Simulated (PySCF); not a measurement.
Consider 4-fluorophenol, `Oc1ccc(F)cc1` (C6H5FO). Non-hydrogen atoms are numbered in `[OH:1][c:2]1[cH:3][cH:4][c:5]([F:6])[cH:7][cH:8]1`. These are map numbers, not IUPAC locants.

Computed at ωB97X-D3(BJ)/ma-def2-TZVP // PBE0-D3(BJ)/def2-SVP with PySCF (density fitting, grid level 2). Thermal corrections: PBE0-D3(BJ)/def2-SVP frequencies, unscaled, ideal gas at 298.15 K and 1 bar, quasi-RRHO entropy.

Problem. What are the vertical and the adiabatic ionisation energy for forming the radical cation?

Solution. 8.53 eV vertical and 8.32 eV adiabatic, the latter with zero-point energy.

Problem. Where does the unpaired spin of the relaxed radical cation sit?

Solution. C5 (aromatic carbon) 0.34, C2 (aromatic carbon) 0.23, O1 (phenolic oxygen) 0.18, C8 (aromatic carbon) 0.13 (intrinsic atomic orbital populations).

Problem. What oxidation potential follows in THF (IEF-PCM), given that Fc+/Fc comes at 4.74 V absolute with this functional and basis?

Solution. In the gas phase ΔG of oxidation is 8.300 eV, and solvation is -23.1 kJ/mol for the parent and -212.5 kJ/mol for the product, so the absolute potential is 6.34 V, or 1.59 V against Fc+/Fc. Fc+/Fc in THF, 4.74 V, is ωB97X-D3(BJ)/ma-def2-TZVP on PBE0-D3(BJ)/def2-SVP structures with GFN2-xTB thermal terms. Benchmark calculations put it near 5.0 V in acetonitrile and DMSO, so it is about 0.3 V low, and the value against it can read up to that much too high. The solvent is electrostatics only, on gas-phase structures; the absolute scale refers to an electron at rest in vacuum.

Problem. How far is −ε(HOMO) from the vertical value by ΔSCF?

Solution. −ε(HOMO) = 8.68 eV, which is 0.15 eV above the ΔSCF value.

Differences come from unrounded values, so a last digit can differ from that of the printed terms.
